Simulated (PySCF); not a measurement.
## RbCl⁻: frontier orbitals

UHF at R = 3.011 Å; PySCF, scalar-relativistic core potentials, basis sets Rb def2-SVPD with ECP28, Cl def2-SVPD. State: ²Σ⁺ (doublet), unpaired electrons σ ↑. Only the outer orbitals are listed, counted within each symmetry, core potentials removing the inner ones.

```
spin  orbital  occ.  ε (eV)  on Rb (%)   main shells (%)
   α       5σ     1  -22.10          2           98 Cl s
   α       2π     1  -18.46        100          100 Rb p
   α       2π     1  -18.46        100          100 Rb p
   α       6σ     1  -18.23         97           97 Rb p
   α       7σ     1   -6.37          2           98 Cl p
   α       3π     1   -6.14          0          100 Cl p
   α       3π     1   -6.14          0          100 Cl p
   α       8σ     1   -0.51        101  72 Rb s, 29 Rb p
   α       4π     0    1.85        100          100 Rb p
   α       4π     0    1.85        100          100 Rb p
   α       9σ     0    2.02         97           96 Rb p
   β       5σ     1  -22.09          2           98 Cl s
   β       2π     1  -18.45        100          100 Rb p
   β       2π     1  -18.45        100          100 Rb p
   β       6σ     1  -18.18         98           98 Rb p
   β       7σ     1   -6.34          1           99 Cl p
   β       3π     1   -6.14          0          100 Cl p
   β       3π     1   -6.14          0          100 Cl p
   β       4π     0    1.90        100          100 Rb p
   β       4π     0    1.90        100          100 Rb p
   β       8σ     0    2.01        100           99 Rb p
```

Which are the highest filled and the lowest empty level, where do they sit, and how wide is the gap?

Highest filled α 8σ at -0.51 eV (in %: 72 Rb s, 29 Rb p); lowest empty α 4π at 1.85 eV (in %: 100 Rb p); the gap at UHF is 2.36 eV. An empty level above zero is unbound, and its energy depends on the basis.

```json
{"bond order (Mayer)": "-0.04", "⟨S²⟩": "0.750", "charge on Rb (Mulliken, basis-dependent)": "-0.02", "charge on Rb (Löwdin, basis-dependent)": "-0.12", "dipole moment (positive dipole points towards Cl; it is taken about the centre of mass and depends on that origin)": "1.73 D"}
```

Shares are Mulliken populations and can fall outside 0 to 100 %.

Spin–orbit coupling is left out. The state is the lowest determinant that a PBE0 search found; another state may lie lower at other levels.
